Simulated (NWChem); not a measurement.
# CuH3O; SMILES [CuH]<-[OH2]

Question: Give the equilibrium geometry at PBE0/def2-SVP (NWChem) as a Z-matrix, with the point group.

Answer: point group Cs; any orientation.
```
O
H 1 0.9659
H 1 0.9659 2 105.72
Cu 1 1.9898 2 113.08 3 124.24
H 4 1.4848 2 158.90 1 177.49
```
